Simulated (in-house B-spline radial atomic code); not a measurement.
**Ionising the iodine ion I⁴⁺ with different functionals**

Computed with a radial B-spline atomic code at the basis-set limit: four-component Dirac-Coulomb Hamiltonian, Fermi nucleus of rms radius 4.75 fm, spin-restricted, spherical fractional occupations for the functionals. The ionisation energy is the difference of two self-consistent energies, [Kr] 4d10 5s2 5p1 → [Kr] 4d10 5s2, without Breit or QED terms; ε is the level of the shell that loses the electron (mean over j). The electron is taken from both j subshells in proportion to 2j + 1, so the result is a j average, not the step between ground levels.

Hybrids are left out here: with spherical fractional occupations of an open shell their exact exchange keeps a self-interaction that integer-occupation calculations don't have.

```json
{"method": "LDA VWN5", "rung": "LDA", "ΔSCF (eV)": "50.55", "-ε(5p) (eV)": "45.12"}
{"method": "relativistic LDA", "rung": "LDA", "ΔSCF (eV)": "50.52", "-ε(5p) (eV)": "45.10"}
{"method": "LDA PW92", "rung": "LDA", "ΔSCF (eV)": "50.55", "-ε(5p) (eV)": "45.12"}
{"method": "LDA exchange-only", "rung": "LDA", "ΔSCF (eV)": "?", "-ε(5p) (eV)": "?"}
{"method": "PBE", "rung": "GGA", "ΔSCF (eV)": "50.08", "-ε(5p) (eV)": "44.70"}
{"method": "PBEsol", "rung": "GGA", "ΔSCF (eV)": "50.13", "-ε(5p) (eV)": "44.76"}
{"method": "BLYP", "rung": "GGA", "ΔSCF (eV)": "50.18", "-ε(5p) (eV)": "44.73"}
{"method": "RPBE", "rung": "GGA", "ΔSCF (eV)": "49.89", "-ε(5p) (eV)": "44.54"}
{"method": "PW91", "rung": "GGA", "ΔSCF (eV)": "50.21", "-ε(5p) (eV)": "44.81"}
{"method": "BP86", "rung": "GGA", "ΔSCF (eV)": "50.27", "-ε(5p) (eV)": "44.90"}
{"method": "AM05", "rung": "GGA", "ΔSCF (eV)": "50.10", "-ε(5p) (eV)": "44.73"}
{"method": "OLYP", "rung": "GGA", "ΔSCF (eV)": "?", "-ε(5p) (eV)": "?"}
```

Question: What does LDA exchange-only give?

Answer: ΔSCF 49.16 eV, and -ε(5p) = 43.73 eV.

Question: What does OLYP give?

Answer: ΔSCF 49.76 eV, and -ε(5p) = 44.43 eV.

Question: How do they compare with the NIST value?

Answer: NIST lists 51.52 eV ± 0.04 (measured, ground level to ground level). Errors run from -2.36 to -0.97 eV. The correlated functionals all miss on the same side by more than they spread, so the cause is common to them (Breit-QED terms, spin polarisation, the choice among j levels, multiplet and fine-structure energies, or a listed next ion that isn't the cheapest removal here) and closeness doesn't rank the functionals.
